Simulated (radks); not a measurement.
Trend from Zr to Cd: ionisation energy by Delta-SCF between NIST ground configurations, and size. Calculated with a radial shooting solver on a logarithmic mesh with Libxc functionals: scalar-relativistic Kohn-Sham, LDA (Slater exchange, Perdew-Wang correlation), spin-polarised, spherical densities, finite nucleus; open shells are filled with parallel spins first (spin-orbit coupling, left out, can overturn this in heavy ions); Fermi nuclear charge, rms radius of each element as measured or else 0.836 A^(1/3) + 0.57 fm.

species,configuration,IE (eV),NIST (eV),kind,-e(HOMO) (eV),r at 0.001 e/bohr^3 (bohr)
Zr,[Kr] 4d2 5s2,6.727,6.634,exp.,4.146 (4d),5.06
Nb,[Kr] 4d4 5s1,7.402,6.759,exp.,3.811 (4d),4.77
Mo,[Kr] 4d5 5s1,7.716,7.092,exp.,4.670 (4d),4.64
Tc,[Kr] 4d5 5s2,7.306,7.119,exp.,4.527 (5s),4.75
Ru,[Kr] 4d7 5s1,8.033,7.361,exp.,4.184 (4d),4.47
Rh,[Kr] 4d8 5s1,8.124,7.459,exp.,4.979 (5s),4.39
Pd,[Kr] 4d10,9.237,8.337,exp.,4.309 (4d),4.08
Ag,[Kr] 4d10 5s1,8.256,7.576,exp.,4.981 (5s),4.25
Cd,[Kr] 4d10 5s2,9.418,8.994,exp.,5.955 (5s),4.37

Reference values: NIST Atomic Spectra Database (exp. = measured, semi-emp. = semi-empirical, theory = theoretical value adopted there). Open shells are spherical and high-spin; term and fine-structure splittings are not resolved.
